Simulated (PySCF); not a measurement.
PySCF 2.14 output of a UHF calculation on a single atom or ion in x2c-TZVPPall with one added diffuse shell each of s, p, d, f type (12s8p8d5f2g, 129 functions), with the spin-free X2C one-electron Hamiltonian (Gaussian nucleus):

```
SCF conv_tol = 1e-09
number electrons alpha = 32  beta = 28
cycle= 1 E= -9233.00908250831  delta_E= -0.00912  |g|= 0.0285  |ddm|= 0.0854
cycle= 2 E= -9233.01023412184  delta_E= -0.00115  |g|= 0.0104  |ddm|= 0.0822
cycle= 3 E= -9233.011003287  delta_E= -0.000769  |g|= 0.00801  |ddm|= 0.0979
cycle= 4 E= -9233.01158306682  delta_E= -0.00058  |g|= 0.00645  |ddm|= 0.107
cycle= 5 E= -9233.01230841771  delta_E= -0.000725  |g|= 0.00265  |ddm|= 0.239
cycle= 6 E= -9233.01237609398  delta_E= -6.77e-05  |g|= 0.00106  |ddm|= 0.0687
cycle= 7 E= -9233.01238221086  delta_E= -6.12e-06  |g|= 0.000377  |ddm|= 0.0222
cycle= 8 E= -9233.01238289489  delta_E= -6.84e-07  |g|= 0.000256  |ddm|= 0.00518
cycle= 9 E= -9233.01238325217  delta_E= -3.57e-07  |g|= 0.000197  |ddm|= 0.00297
cycle= 10 E= -9233.01238351068  delta_E= -2.59e-07  |g|= 0.000138  |ddm|= 0.00347
cycle= 11 E= -9233.01238365112  delta_E= -1.4e-07  |g|= 8.32e-05  |ddm|= 0.00203
cycle= 12 E= -9233.01238371381  delta_E= -6.27e-08  |g|= 4.09e-05  |ddm|= 0.00077
cycle= 13 E= -9233.01238373419  delta_E= -2.04e-08  |g|= 1.44e-05  |ddm|= 0.00144
cycle= 14 E= -9233.01238373637  delta_E= -2.17e-09  |g|= 6.47e-06  |ddm|= 0.000535
cycle= 15 E= -9233.01238373686  delta_E= -4.89e-10  |g|= 3.59e-06  |ddm|= 0.000212
converged SCF energy = -9233.01238373686  <S^2> = 6.2020525  2S+1 = 5.0801781
```

The run itself started from symmetry-adapted Hartree-Fock orbitals and held the occupation by maximum overlap, so the iterations belong to that start.

Q: Which element, charge and spin multiplicity is this?

A: Pr⁻ (praseodymium, charge -1), multiplicity 5; the state was [Xe] 4f3 6s2 6p1, one real determinant.

⟨L²⟩ = 36.66 against 56 for a pure K term, so this real determinant mixes terms. Spin-orbit coupling, absent here, splits the open shell strongly. ⟨S²⟩ = 6.20 against 6.00 shows spin contamination. The outer electron is barely bound at this level, so radii and moments hang on the diffuse functions. The configuration of this anion was assumed by filling the next shell in order. It is not the known or likely ground configuration (Ca⁻, Sr⁻ and Ba⁻, for instance, bind a p electron), so these values are not the electron affinity of the element.
